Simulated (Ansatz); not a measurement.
A CCSD(T) single point on `CO[SiH](F)S[SiH2]F`.

```yaml
crystal:
  periodic: [false, false, false]
  atoms:
    - {symbol: C, position_ang: [-0.538394, -0.563315, -1.882049]}
    - {symbol: O, position_ang: [0.054557, -0.372640, -0.610262]}
    - {symbol: Si, position_ang: [1.285803, 0.635643, -0.267894]}
    - {symbol: F, position_ang: [0.956162, 2.073864, -0.869843]}
    - {symbol: S, position_ang: [1.405169, 0.672707, 1.832353]}
    - {symbol: Si, position_ang: [-0.569631, -0.087349, 2.177447]}
    - {symbol: F, position_ang: [-0.786970, 0.111147, 3.748454]}
    - {symbol: H, position_ang: [-0.985083, 0.364569, -2.247814]}
    - {symbol: H, position_ang: [0.199196, -0.917655, -2.608491]}
    - {symbol: H, position_ang: [-1.317710, -1.318123, -1.777817]}
    - {symbol: H, position_ang: [2.564332, 0.229731, -0.883032]}
    - {symbol: H, position_ang: [-1.602873, 0.706139, 1.481923]}
    - {symbol: H, position_ang: [-0.664559, -1.534726, 1.907005]}
basis:
  gaussian: {orbitals: def2-TZVPP}
correlation: {method: ccsd_t}
```

```sh
$ ansatz run in.yaml --threads 2 --pin off --events-out ev --progress --plain --max-ram 20480MiB --backend cuda --devices 0, --max-vram 18GiB
```

Output of Ansatz, abridged:

```
Functional definition: HF
1997 factors; integrals over basis functions are off by at most 1.1e-3 eV
mean field evaluation 1: about -35122.5514 eV, gradient 4.8e1 eV
mean field evaluation 2: about -35122.9969 eV, gradient 4.8e1 eV
mean field evaluation 4: about -35127.5499 eV, gradient 4.0e0 eV
mean field evaluation 8: about -35127.6300 eV, gradient 3.5e-1 eV
mean field evaluation 16: about -35127.6305 eV, gradient 1.7e-6 eV
mean field -35127.63052723 eV, -1290.9166115126 hartree, gradient 1.6e-6 eV, S^2 0.000000; 0 other end points of the search recorded, 0 dependent functions left out
19 core orbitals not correlated: weight in the atoms' cores, before any rotation towards them, 1.000 or more for the frozen orbitals, at most 0.000 for the correlated occupied ones
reference -35127.63052723 eV, -1290.9166115126 hartree; 22, 22 occupied and 293, 293 virtual orbitals, 1997 factors
second order -35.87563457 eV of doubles, -0.00000000 eV of singles
cycle   1  -36.23245930 eV  change   -3.6e-1 eV  update   1.3e-1
cycle   2  -37.04660866 eV  change   -8.1e-1 eV  update   3.7e-2
cycle   3  -37.23741066 eV  change   -1.9e-1 eV  update   1.9e-2
cycle   4  -37.21689211 eV  change    2.1e-2 eV  update   3.9e-3
cycle   5  -37.21372394 eV  change    3.2e-3 eV  update   1.7e-3
cycle   6  -37.21487973 eV  change   -1.2e-3 eV  update   5.2e-4
cycle   7  -37.21460589 eV  change    2.7e-4 eV  update   1.9e-4
cycle   8  -37.21445368 eV  change    1.5e-4 eV  update   6.0e-5
cycle   9  -37.21446786 eV  change   -1.4e-5 eV  update   2.3e-5
perturbative correction -1.32558035 eV, -0.0487141794 hartree
Total energy: -35166.17057544 eV, -1292.3329321610 hartree
```

Hardware: 2 threads of an AMD EPYC 7R13 on a shared host and a share of an NVIDIA H100 80 GB. Wall time 8 s, peak host memory 0.84 GiB.

MP2 recovers 93.1 % of the CCSD(T) correlation energy and the triples give 3.4 %; T1 = 0.0119.
